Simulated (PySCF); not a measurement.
# Identify the compound

Molecular formula: C4H3FN2O. Simulated spectra:

$^{1}$H NMR (600 MHz, computed): δ 9.41 (m, 1H), 9.38 (m, 1H), 5.38 (br s, 1H).

$^{13}$C{$^{1}$H} NMR (computed): δ 160.1 (C), 149.6 (C), 146.5 (CH), 144.0 (CH).

All values are calculated (PySCF): coordinates at the GFN2-xTB level, shieldings: GIAO PBE0/pcSseg-1. No relativistic terms, single conformer, no solvent.

Scale: $^{1}$H and $^{13}$C vs TMS (reference shieldings calculated alike).

**Question.** What is the structure?

**Answer.** 
Rings plus π bonds: 4 (1 ring in the answer). 4 carbon signals for 4 carbons: no two carbons are equivalent. Carbon types of the structure: 2 × C, 2 × CH, leaving 1 H on heteroatoms. δC 160.1: aromatic carbon bearing fluorine; σ withdrawal by the attached heteroatom moves it downfield of the ring CH carbons. δC 149.6: aromatic carbon bearing oxygen; σ withdrawal by the attached heteroatom moves it downfield of the ring CH carbons. δC 146.5, 144.0: aromatic CH next to a ring nitrogen; the adjacent pyridine-type nitrogen withdraws density from it. δH 9.41, 9.38: hydrogen on an aromatic CH next to a ring nitrogen; ring current plus the neighbouring ring nitrogen. δH 5.38: hydrogen on a phenol-type oxygen; exchangeable, gas-phase position.

These data were computed for `Oc1cnncc1F`.

The shifts were computed for this structure.

Exchangeable OH/NH protons stand at their gas-phase positions; hydrogen bonding in a real sample shifts them, mostly to higher δ. Splittings by $^{19}$F in the carbon and heteronuclear signals aren't shown, as no couplings were computed. Shifts are as computed. Against solution values, carbons near 30 ppm lie about +3 ppm off and those near 130 ppm about +5 ppm (rms about the fit 2.1 ppm; single classes can miss by 10 ppm). Of 1328 compounds with measured shifts, 309 miss one by over three times the rms of a fit or turn the order of signals round; such compounds aren't used in these exercises. Signals without a measured value on file couldn't be tested in this way; 1H shifts scatter by 0.2 ppm about their fit, and single ones miss by 0.5 ppm. No couplings were computed; multiplicities are counted from neighbouring protons, with m where these are inequivalent, close in shift, in a saturated or five-membered ring or joined by F or P, and br s for small geminal =CH2 splittings.
